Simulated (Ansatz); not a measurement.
Relaxation of CH3BFNS (8 atoms, charge 0, multiplicity 1), to a largest force component of 0.02 eV/Å in at most 50 steps.

The calculation used RKS B3LYP-D4/cc-pVDZ in Ansatz 0.2.0.

```xyz
8
Properties=species:S:1:pos:R:3
B -0.266 1.596 0.017
N -0.374 0.220 0.527
C 0.358 -0.719 0.082
F 1.389 -0.489 -0.884
S 0.237 -2.369 0.772
H -1.044 2.472 0.448
H 0.476 1.950 -0.839
H -0.684 -2.718 -0.178
```

Task: Where does it end, and by what steps?

Result: The run converged. After 24 steps the energy has fallen by 1.181 eV; F4 moved furthest, 1.69 Å.

```
step  energy less start (eV)  largest force component (eV/Å)  accepted
   0                  0.0000                           1.829       yes
   1                 -0.0653                           1.825       yes
   2                 -0.1604                           1.171       yes
   3                 -0.2454                           1.549       yes
   4                 -0.3108                           1.261       yes
   5                 -0.3825                           1.217       yes
   6                 -0.4740                           1.841       yes
   7                 -0.6498                           1.167       yes
   8                 -0.7818                           0.641       yes
   9                 -0.8699                           0.787       yes
  10                 -0.9093                           0.767       yes
  11                 -1.0137                           0.560       yes
  12                 -1.0786                           0.706       yes
  13                 -1.1224                           0.755       yes
  14                 -1.1514                           0.482       yes
  15                 -1.1600                           0.487       yes
  16                 -1.1712                           0.205       yes
  17                 -1.1721                           0.208       yes
  18                 -1.1686                           0.405        no
  19                 -1.1779                           0.198       yes
  20                 -1.1786                           0.232       yes
  21                 -1.1806                           0.143       yes
  22                 -1.1809                           0.083       yes
  23                 -1.1811                           0.072       yes
  24                 -1.1814                           0.017       yes
```

```xyz
8
Properties=species:S:1:pos:R:3
B -0.072 1.806 0.171
N -0.011 0.464 -0.123
C 0.045 -0.755 -0.298
F 0.055 -1.303 -1.538
S 0.121 -1.979 0.994
H -1.152 2.325 0.306
H 0.956 2.427 0.281
H 0.149 -3.042 0.151
```

Whether the end is a true minimum wasn't checked by a vibrational analysis.

The run took 23 s on 2 threads of AMD EPYC 9R45 96-Core Processor (Zen 5), with other jobs on the host, peak memory 0.19 GiB.
